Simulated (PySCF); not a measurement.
A TDDFT job was run through a driver script with this input:

```
{"job": {"kind": "uv", "xc": "PBE0", "basis": "def2-SVPD", "nstates": 8, "ntriplets": 3}, "charge": 0, "multiplicity": 1}
N     -2.208916    -0.165838    -0.712216
Si    -0.985161     0.011089     0.491056
N      0.494255    -0.135886    -0.396108
Si     2.106818     0.085487     0.178355
H     -3.165885    -0.191193    -0.401714
H     -2.141168     0.403463    -1.541270
H     -0.907964     1.300521     1.186526
H     -1.232112    -1.080263     1.438199
H      0.410787    -0.697888    -1.228129
H      2.507123    -0.951079     1.139079
H      2.162851     1.392786     0.829897
H      2.960571     0.028116    -1.009702
```

The program printed:

```
coarse grid: 10336 points
cycle   1  E = -692.5900489710  dE =  1.210e-01  |g| = 5.446e-01  |ddm| = 3.916e+00
cycle   2  E = -692.5165155624  dE =  7.353e-02  |g| = 7.795e-01  |ddm| = 1.744e+00
cycle   3  E = -692.6543601802  dE = -1.378e-01  |g| = 4.677e-02  |ddm| = 9.936e-01
cycle   4  E = -692.6548589220  dE = -4.987e-04  |g| = 2.231e-02  |ddm| = 9.626e-02
cycle   5  E = -692.6549631800  dE = -1.043e-04  |g| = 6.645e-03  |ddm| = 3.463e-02
cycle   6  E = -692.6549732413  dE = -1.006e-05  |g| = 7.320e-04  |ddm| = 8.728e-03
cycle   7  E = -692.6549733909  dE = -1.497e-07  |g| = 1.198e-04  |ddm| = 1.531e-03
final grid: 88816 points
cycle   8  E = -692.7307980730  dE = -8.286e-06  |g| = 6.716e-03  |ddm| = 4.616e-02
cycle   9  E = -692.7307863570  dE =  1.172e-05  |g| = 9.928e-03  |ddm| = 1.925e-02
cycle  10  E = -692.7308080133  dE = -2.166e-05  |g| = 2.482e-04  |ddm| = 1.152e-02
cycle  11  E = -692.7308080247  dE = -1.142e-08  |g| = 1.526e-04  |ddm| = 4.241e-04
cycle  12  E = -692.7308080298  dE = -5.008e-09  |g| = 3.420e-05  |ddm| = 2.546e-04
cycle  13  E = -692.7308080301  dE = -3.224e-10  |g| = 4.881e-06  |ddm| = 5.170e-05
converged SCF energy = -692.7308080301

Static polarisability (au): isotropic 69.089, principal 61.672 65.081 80.515

Singlet excitations
state   eV       nm        f      main configurations
  1   6.1457    201.7   0.00244   H->L 0.96
  2   6.4982    190.8   0.01142   H->L+1 0.45, H-1->L 0.28, H-1->L+1 0.24
  3   6.6579    186.2   0.02637   H->L+1 0.45, H-1->L+1 0.32, H-1->L 0.15
  4   6.7952    182.5   0.01801   H-1->L 0.53, H-1->L+1 0.40
  5   7.2990    169.9   0.01654   H->L+3 0.86
  6   7.3289    169.2   0.01876   H->L+2 0.90
  7   7.5857    163.4   0.00111   H-1->L+3 0.91
  8   7.7910    159.1   0.04444   H->L+4 0.87

Triplet excitations (Tamm-Dancoff, eV): 5.8311 6.1517 6.4258
```

Level of theory: PySCF, TDDFT PBE0/def2-SVPD, vertical, gas phase, core orbitals frozen in the response. One conformer (not necessarily the lowest) at the GFN2-xTB geometry, without solvent, vibrations or thermal averaging.

**Question.** Which orbital energies lie behind H and L?

**Answer.** HOMO -7.35 eV and LUMO 0.17 eV, a gap of 7.53 eV; state 1 differs from that by -1.38 eV.

**Question.** Give the mean polarisability in Å³.

**Answer.** 69.09 au × 0.148185 = 10.24 Å³.

**Question.** Give the energy of state 5 in hartree, cm⁻¹ and kJ/mol.

**Answer.** 0.26823 hartree, 58870 cm⁻¹, 704.2 kJ/mol.

**Question.** What transition dipole goes with state 8?

**Answer.** |μ|² = 3f / (2ΔE) = 3 × 0.0444 / (2 × 0.2863) = 0.233 au, so |μ| = 1.23 D.

**Question.** What is the polarisability anisotropy, √(½[(α1 − α2)² + (α2 − α3)² + (α3 − α1)²])?

**Answer.** 17.39 au.

**Question.** Which species is it?

**Answer.** `N[SiH2]N[SiH3]` (H8N2Si2).

The SCF starts on a coarse grid; the energy jumps when the final grid takes over, and dE counts afresh there. H and L stand for HOMO and LUMO.

The values belong to the conformer `[NH2:1][SiH2:2][NH:3][SiH3:4]`: N1–Si2–N3–Si4 174°, H–N1–Si2–N3 175°, H–N1–Si2–N3 -51°.
